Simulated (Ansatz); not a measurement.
A run for Ansatz (a first-principles code): R-CCSD(T)/aug-cc-pVTZ on H5N (a complex), monomers drawn apart or pushed together.

Ansatz 0.2 input:
```yaml
crystal:
  periodic: [false, false, false]
  atoms:
    - {symbol: N, position_ang: [-0.16830280, -0.11107871, 0.05894854]}
    - {symbol: H, position_ang: [-0.71802035, 0.65433337, -0.31429289]}
    - {symbol: H, position_ang: [0.74830942, -0.06501368, -0.37131819]}
    - {symbol: H, position_ang: [-0.60370280, -0.97437965, -0.24516429]}
    - {symbol: H, position_ang: [0.01477753, 0.02840640, 3.06096352]}
    - {symbol: H, position_ang: [0.06008542, 0.06293557, 3.80680827]}
basis:
  gaussian:
    orbitals: aug-cc-pVTZ
magnetization: {spin_polarized: false}
correlation: {method: ccsd_t, electrons: outside_noble_gas}
scf: {lower_state_search: off}
```

Output:

```
WARN ansatz: RAYON_NUM_THREADS=1 ignored (pool sized by the plan → 1); use --threads N
Functional definition: HF
these checks for a lower state are left out or cut short: stability, starts, cluster_reference, orbital_swaps, neighbouring_geometries, increment
integrals: 0.43 GiB planned
872 factors; integrals over basis functions are off by at most 1.6e-3 eV
mean field: 0.26 GiB planned
mean field evaluation 1: about -1558.5973 eV, gradient 3.2e1 eV
mean field evaluation 2: about -1558.5974 eV, gradient 3.2e1 eV
mean field evaluation 4: about -1560.6614 eV, gradient 1.7e0 eV
mean field evaluation 8: about -1560.6747 eV, gradient 7.0e-4 eV
mean field -1560.67470071 eV, -57.3537373876 hartree, gradient 1.1e-6 eV, S^2 0.000000; 0 other end points of the search recorded, 0 dependent functions left out
1 core orbitals not correlated
reference -1560.67470071 eV, -57.3537373876 hartree; 5, 5 occupied and 155, 155 virtual orbitals, 872 factors
second order -7.42441752 eV of doubles, -0.00000000 eV of singles
coupled cluster: 1.15 GiB planned
cycle   1  -7.72529291 eV  change   -3.0e-1 eV  update   5.0e-2
cycle   2  -7.91999318 eV  change   -1.9e-1 eV  update   1.5e-2
cycle   3  -7.95063895 eV  change   -3.1e-2 eV  update   5.7e-3
cycle   4  -7.94908184 eV  change    1.6e-3 eV  update   1.3e-3
cycle   5  -7.94923268 eV  change   -1.5e-4 eV  update   5.3e-4
cycle   6  -7.94924745 eV  change   -1.5e-5 eV  update   1.5e-4
cycle   7  -7.94920053 eV  change    4.7e-5 eV  update   5.8e-5
cycle   8  -7.94919728 eV  change    3.3e-6 eV  update   2.4e-5
cycle   9  -7.94919796 eV  change   -6.8e-7 eV  update   9.1e-6
perturbative correction -0.22943787 eV, -0.0084316861 hartree
Total energy: -1568.85333653 eV, -57.6542967107 hartree
Checks for a lower state left out: stability, starts, cluster_reference, orbital_swaps, neighbouring_geometries, increment
```

Self-consistency was reached.

Cost: roughly 21 core-seconds.
